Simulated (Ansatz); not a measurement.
`N[SiH](S)CCl` at its PBE0-D4/def2-TZVP geometry, where that method's forces vanish. Charge 0, multiplicity 1.

```xyz
11

N     0.2862   -1.6521   -0.1901
Si   -0.1872   -0.2468    0.6587
S    -2.2474    0.3351    0.5861
C     0.8701    1.1496   -0.0303
Cl    0.5722    1.3008   -1.7902
H     0.4161   -1.5793   -1.1883
H    -0.1175   -2.5430    0.0533
H     0.0591   -0.4361    2.1091
H    -2.2120    0.6120   -0.7299
H     1.9343    0.9503    0.0987
H     0.6260    2.1094    0.4228
```

Problem. What forces (eV/Å) does ωB97M-V/def2-TZVPP give on these atoms in the Gaussian-basis code of Ansatz? (Estimate.)

Solution. Computed: 
```
N1  -0.018 -0.027 -0.043
Si2  0.061  0.065  0.191
S3   0.007  0.019 -0.096
C4   0.068  0.012  0.206
Cl5 -0.039 -0.004 -0.155
H6   0.001 -0.019  0.017
H7   0.018  0.011 -0.020
H8  -0.024  0.021 -0.157
H9  -0.004 -0.019  0.080
H10 -0.099  0.024  0.003
H11  0.029 -0.083 -0.027
```
